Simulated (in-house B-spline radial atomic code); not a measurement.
Successive ionisation energies of argon; each step leads to the configuration of the next row (after the last: bare). NIST's values go from ground level to ground level; the uncertainty of those that are theory runs from under 0.1 % in few-electron ions to several per cent in heavy many-electron ones. Computed with an all-electron radial atomic-structure program (B-spline basis): non-relativistic Hartree-Fock, average of the configuration, point nuclei.

```json
{"ion": "Ar9+", "configuration": "[He] 2s2 2p5", "ionisation energy (eV)": "482.0", "tabulated value (eV)": "479.76", "computed minus tabulated (eV)": "2", "highest orbital": "2p", "largest mean radius (bohr)": "0.40055"}
{"ion": "Ar10+", "configuration": "[He] 2s2 2p4", "ionisation energy (eV)": "545.4", "tabulated value (eV)": "540.4", "computed minus tabulated (eV)": "5", "highest orbital": "2p", "largest mean radius (bohr)": "0.39287"}
{"ion": "Ar11+", "configuration": "[He] 2s2 2p3", "ionisation energy (eV)": "?", "tabulated value (eV)": "?", "computed minus tabulated (eV)": "?", "highest orbital": "?", "largest mean radius (bohr)": "?"}
{"ion": "Ar12+", "configuration": "[He] 2s2 2p2", "ionisation energy (eV)": "681.0", "tabulated value (eV)": "685.5", "computed minus tabulated (eV)": "-4", "highest orbital": "2p", "largest mean radius (bohr)": "0.37825"}
{"ion": "Ar13+", "configuration": "[He] 2s2 2p1", "ionisation energy (eV)": "?", "tabulated value (eV)": "?", "computed minus tabulated (eV)": "?", "highest orbital": "?", "largest mean radius (bohr)": "?"}
{"ion": "Ar14+", "configuration": "[He] 2s2", "ionisation energy (eV)": "846.0", "tabulated value (eV)": "855.5", "computed minus tabulated (eV)": "-10", "highest orbital": "2s", "largest mean radius (bohr)": "0.36456"}
{"ion": "Ar15+", "configuration": "[He] 2s1", "ionisation energy (eV)": "913.9", "tabulated value (eV)": "918.375", "computed minus tabulated (eV)": "-4", "highest orbital": "2s", "largest mean radius (bohr)": "0.35841"}
{"ion": "Ar16+", "configuration": "1s2", "ionisation energy (eV)": "4105.1", "tabulated value (eV)": "4120.666", "computed minus tabulated (eV)": "-16", "highest orbital": "1s", "largest mean radius (bohr)": "0.085109"}
{"ion": "Ar17+", "configuration": "1s1", "ionisation energy (eV)": "4408.2", "tabulated value (eV)": "4426.224", "computed minus tabulated (eV)": "-18", "highest orbital": "1s", "largest mean radius (bohr)": "0.083333"}
```

Task: Fill in the row of Ar11+.

Result: ionisation energy (eV): 611.8; tabulated value (eV): 619; computed minus tabulated (eV): -7; highest orbital: 2p; largest mean radius (bohr): 0.38544.

Task: Fill in the row of Ar13+.

Result: ionisation energy (eV): 753.1; tabulated value (eV): 755.13; computed minus tabulated (eV): -2; highest orbital: 2p; largest mean radius (bohr): 0.37129.

Task: Where is the largest jump?

Result: From Ar15+ to Ar16+, by a factor of 4.49 (913.91 to 4105.1 eV); the highest orbital goes from 2s to 1s.

Task: How far is this level of theory from the measured and semi-empirical values?

Result: Over those 6 rows the differences run from -9.52 to +5.04 eV (mean absolute value 5.1 eV). The calculation leaves out relativity, correlation and, in open shells, the multiplet splittings that an average leaves out.
